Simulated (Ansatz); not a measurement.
Z-matrix (Å, degrees):
```
Ge
F 1 1.727
Br 1 2.302 2 108.9
F 1 1.727 2 103.8 3 115.9
```

The species carries charge 0 and has multiplicity 2.

List the r2SCAN/def2-TZVPP orbital energies in eV (Ansatz 0.2.0). (Best estimate.)

Computed: α occupied: -13122.83, -10836.74, -1696.05, -1526.83, -1526.75, -1526.74, -1351.66, -1201.75, -1201.72, -1201.71, -666.54, -666.54, -235.70, -175.97, -175.71, -175.70, -169.96, -119.71, -119.63, -119.62, -69.80, -69.73, -69.72, -69.53, -69.53, -33.56, -33.31, -32.94, -32.91, -32.86, -31.08, -30.36, -20.98, -14.90, -12.34, -11.69, -11.37, -10.66, -10.40, -10.39, -8.59, -8.44, -7.19. α empty: -1.02, -0.74, -0.22, 3.86, 4.71, 5.02, 5.24, 5.69. β occupied: -13122.81, -10836.71, -1696.04, -1526.79, -1526.74, -1526.73, -1351.66, -1201.73, -1201.70, -1201.70, -666.44, -666.44, -235.68, -175.92, -175.69, -175.68, -169.92, -119.64, -119.60, -119.58, -69.74, -69.68, -69.67, -69.51, -69.51, -33.47, -33.20, -32.82, -32.82, -32.77, -30.88, -30.17, -20.73, -14.46, -12.03, -11.51, -11.09, -10.51, -10.31, -10.14, -8.43, -8.34. β empty: -5.31, -0.53, -0.06, 0.40, 3.96, 5.12, 5.28, 5.47. ⟨S²⟩ = 0.754.
